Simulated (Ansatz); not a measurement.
```yaml
crystal:
  periodic: [false, false, false]
  atoms:
    - {symbol: F, position_ang: [-0.175516, -1.777615, 1.444551]}
    - {symbol: Sn, position_ang: [0.261817, -0.012935, 0.831912]}
    - {symbol: F, position_ang: [1.933081, -0.262634, -0.085357]}
    - {symbol: S, position_ang: [-1.412682, 0.560561, -0.823363]}
    - {symbol: H, position_ang: [-0.556901, 1.418924, -1.409143]}
basis:
  gaussian: {orbitals: STO-3G, fitting: {mean_field: cc-pVTZ-jkfit}}
magnetization: {spin_polarized: true, initial_magnetization: 1}
hamiltonian: {xc: {name: PBE-QIDH}}
output: {forces: true}
```

```sh
$ ansatz run in.yaml --threads 4 --pin off --events-out ev --progress --plain --max-ram 10444MiB
```

Question: How does Ansatz answer? (Estimate.)

Answer: Ansatz gave: The input was rejected before any iteration.
```
Functional definition: PBE-QIDH
Error: <dir> the basis set cc-pVTZ-JKFIT has no functions for Sn
```
